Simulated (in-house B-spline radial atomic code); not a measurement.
Orbital energies and mean radii along the 52-electron series, configuration 1s2 2s2 2p6 3s2 3p6 3d10 4s2 4p6 4d10 5s2 5p1/2(2) 5p3/2(2). The effective charge is n√(-2ε), a non-relativistic measure. Computed with a radial B-spline atomic code at the basis-set limit: Dirac-Hartree-Fock, jj configuration that fills j = l - 1/2 first, finite nuclei.

```
 ion   Z  energy of 4d5/2 (Eh)  mean radius of 4d5/2 (bohr)  energy of 5s1/2 (Eh)  mean radius of 5s1/2 (bohr)  energy of 4d3/2 (Eh)  mean radius of 4d3/2 (bohr)  effective charge of 4d5/2
  Te  52               -1.9254                      0.97268              -0.74627                       2.1427               -1.9858                      0.96262                     7.8493
  I+  53               -2.6181                      0.92229               -1.1813                       1.9617               -2.6884                      0.91273                     9.1531
Xe2+  54               -3.4067                      0.87738                -1.683                       1.8163               -3.4879                       0.8682                     10.441
Cs3+  55               -4.2805                      0.83711               -2.2435                       1.6963               -4.3735                      0.82821                     11.704
Ba4+  56               -5.2334                      0.80076                -2.859                       1.5947               -5.3393                      0.79209                     12.941
La5+  57               -6.2618                      0.76774                -3.527                        1.507               -6.3818                      0.75927                     14.155
Ce6+  58               -7.3631                       0.7376                -4.246                       1.4303               -7.4983                      0.72929                      15.35
```

Problem. How does the screening of 4d5/2 change?

Solution. Z less the effective charge goes from 44.15 at Z = 52 to 42.65 at Z = 58.
